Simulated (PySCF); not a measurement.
C3H10BN.
Z-matrix (Å and degrees, GFN2-xTB geometry), rows numbered from 1:
```
C 
N   1  1.4447
B   2  1.3850  1  128.97
C   3  1.5923  2  120.90  1     0.03
C   3  1.5903  2  118.71  1  -179.81
H   1  1.0941  2  110.84  3   119.50
H   1  1.0862  2  109.57  3    -0.40
H   1  1.0941  2  110.87  3  -120.29
H   2  1.0106  1  111.69  3  -179.86
H   4  1.0892  3  111.52  2   -60.72
H   4  1.0869  3  112.29  2   179.02
H   4  1.0891  3  111.65  2    58.61
H   5  1.0887  3  111.06  2  -121.73
H   5  1.0887  3  110.89  2   120.37
H   5  1.0886  3  113.48  2    -0.64
```

The closed-shell ground state was solved at several levels (PySCF, density fitting, gas phase, non-relativistic).

```csv
level,basis functions,total energy (Eh),HOMO (eV),LUMO (eV),gap (eV),dipole (D)
CAM-B3LYP/def2-SVPD,180,-199.7466,-8.84,0.96,9.80,1.47
B3LYP/pcJ-1,235,-200.0272,-7.16,1.09,8.25,1.65
```

(1) Estimate the row for PBE0/pcSseg-1, a basis of 135 functions; the other rows only guide the guess.

(2) Over all these levels, which gives the widest orbital gap and which the narrowest?

(3) How far do the dipole and the HOMO energy spread over the levels?

Results:

(1) Total energy -199.7226 Eh, HOMO -7.40 eV, LUMO 1.33 eV, gap 8.73 eV, dipole 1.63 D.

(2) CAM-B3LYP/def2-SVPD (range-separated hybrid) has the widest, 9.80 eV, and B3LYP/pcJ-1 (global hybrid, 20 % exact exchange) the narrowest, 8.25 eV. Functional and basis both differ between the two, so the spread mixes both effects.

(3) The dipole runs from 1.47 to 1.65 D (mean 1.58 D) and the HOMO from -8.84 to -7.16 eV.
